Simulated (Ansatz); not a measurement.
C$_{2}$H$_{4}$FGaO. The species carries charge 0 and has multiplicity 1. The bonds changed during the relaxation, so this is another structure than the one it started from. The geometry is a stationary point of PBE0-D4/def2-TZVP. It is one conformer, not always the lowest.

```xyz
9

O     1.528    0.175   -0.098
C     0.281    0.073   -0.595
Ga   -1.103   -0.905    1.681
C    -0.659    0.995   -0.358
F    -0.418    2.074    0.385
H     1.864   -0.716    0.052
H     0.040   -0.753   -1.254
H     0.091   -1.935    1.031
H    -1.626    0.991   -0.844
```

Task: What is the dipole moment at B3LYP/def2-TZVPP? (An estimate is asked.)

Result: Computed: 2.19 D, with components (-0.28, -1.38, -1.68) D in this frame, pointing from negative to positive charge.

Task: And with PBE, r2SCAN, ωB97M-V? (An estimate is asked.)

Result: Ansatz gave: PBE 2.05 D, r2SCAN 2.21 D, ωB97M-V 2.23 D.

Task: Give the Mulliken charges with B3LYP, ωB97M-V, r2SCAN in def2-TZVPP. (Best estimate.)

Result: The calculation gave: 
```csv
atom,B3LYP,ωB97M-V,r2SCAN
O1,-0.28,-0.27,-0.30
C2,0.02,-0.02,0.04
Ga3,0.17,0.17,0.17
C4,0.02,0.01,0.05
F5,-0.19,-0.18,-0.19
H6,0.21,0.21,0.23
H7,0.14,0.16,0.13
H8,-0.24,-0.22,-0.26
H9,0.13,0.14,0.12
```

B3LYP here is the variant with VWN-RPA as its local correlation; programs differ in this.
